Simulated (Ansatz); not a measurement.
`O=C[NH][SbH2]`, relaxed with RKS PBE-D4/def2-SVP in Ansatz from a rough embedded geometry. The force threshold is 0.03 eV/Å; the program also tests the step.

Charge 0, multiplicity 1. Sb: def2 effective core potential.

Start:

```xyz
8

O     0.595   -1.587    1.140
C     0.981   -0.461    0.978
N     0.438    0.304   -0.087
Sb   -0.944   -0.377   -1.372
H     1.698   -0.036    1.669
H     0.781    1.314   -0.183
H    -2.213   -0.365   -0.178
H    -1.337    1.208   -1.968
```

```json
{"step": "1", "energy (eV)": "-11167.5101", "largest force (eV/Å)": "3.959", "largest move (Å)": "0.000"}
{"step": "2", "energy (eV)": "-11167.8049", "largest force (eV/Å)": "1.422", "largest move (Å)": "0.194"}
{"step": "3", "energy (eV)": "-11167.8083", "largest force (eV/Å)": "1.308", "largest move (Å)": "0.126"}
{"step": "4", "energy (eV)": "-11167.9188", "largest force (eV/Å)": "0.791", "largest move (Å)": "0.105"}
{"step": "5 (rejected)", "energy (eV)": "-11167.9088", "largest force (eV/Å)": "0.763", "largest move (Å)": "0.156"}
{"step": "6", "energy (eV)": "-11167.9417", "largest force (eV/Å)": "0.084", "largest move (Å)": "0.053"}
{"step": "7", "energy (eV)": "-11167.9426", "largest force (eV/Å)": "0.051", "largest move (Å)": "0.021"}
{"step": "8", "energy (eV)": "-11167.9429", "largest force (eV/Å)": "0.050", "largest move (Å)": "0.014"}
{"step": "9", "energy (eV)": "-11167.9429", "largest force (eV/Å)": "0.020", "largest move (Å)": "0.015"}
```

End:

```xyz
8

O     0.497   -1.591    1.001
C     0.933   -0.440    0.910
N     0.499    0.422   -0.033
Sb   -0.940   -0.504   -1.299
H     1.721   -0.037    1.605
H     0.832    1.391   -0.056
H    -2.249   -0.318   -0.169
H    -1.293    1.077   -1.961
```

It took 13 s on 2 threads of an Arm Neoverse V2 on a shared host, with 0.14 GiB of host memory at the peak.
